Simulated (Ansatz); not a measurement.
System: C2H3Cl2, net charge 0, doublet state. It need not be the lowest isomer of its formula. 
Structure (B3LYP-D3(BJ)/def2-TZVP (Ansatz, a program for electronic structure) minimum search):
SMILES: [CH](CCl)Cl
```xyz
7

C      0.5824    -0.7859     0.4126
C     -0.8011    -0.4146     0.6569
Cl    -1.6377     0.1690    -0.9037
Cl     1.7993     0.4070     0.3901
H      0.8612    -1.7377    -0.0133
H     -0.9041     0.4150     1.3491
H     -1.3931    -1.2668     0.9784
```
Charge 0, spin multiplicity 2.

Basis-set convergence of Hartree-Fock and CCSD correlation energies (hartree) with Ansatz. Correlated levels leave the core frozen unless marked. UHF or UKS for open shells. Spin-orbit coupling is left out. Non-relativistic.

```csv
basis,functions,E(HF),"E(corr, CCSD)"
cc-pV(D+d)Z,89,-996.45339,-0.58153
cc-pV(T+d)Z,180,___,___
```

What belongs in the gaps?


- cc-pV(T+d)Z, E(HF): -996.50633
- cc-pV(T+d)Z, E(corr, CCSD): -0.74173
